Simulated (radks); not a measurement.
Results of a calculation; reference values are marked as such.
Br10+, 25 electrons, occupied as [Ne] 3s2 3p(1/2: 2, 3/2: 3) 3d(3/2: 4, 5/2: 4) (not the ground configuration). Level of theory: Dirac Kohn-Sham, relativistic LDA (MacDonald-Vosko exchange, VWN5 correlation), spin-unpolarised, spherical densities, finite nucleus; Fermi nuclear charge, rms radius 4.1629 fm (a radial shooting solver on a logarithmic mesh with Libxc functionals).

Radial electron density D(r) = 4 pi r^2 rho(r):

r (bohr),D(r) (e/bohr)
0.002541,2.387
0.003179,3.521
0.004009,5.203
0.005016,7.479
0.006326,10.69
0.007914,14.76
0.009981,20.02
0.01249,25.95
0.01562,32.23
0.0197,38.18
0.02465,42.20
0.03108,43.42
0.03889,41.51
0.04865,37.91
0.06135,35.52
0.07676,37.48
0.0968,44.02
0.1211,50.15
0.1515,49.85
0.1911,41.05
0.239,30.81
0.3015,27.22
0.3771,30.27
0.4756,30.97
0.595,23.85
0.7444,12.99
0.9388,4.596
1.175,1.071
1.481,0.1360
1.853,0.009687

D(r) has 3 maxima, at r = 0.0301, 0.134, 0.436 bohr, and minima at 0.0628, 0.294 bohr, inside which lie 2.09, 11.18 electrons.
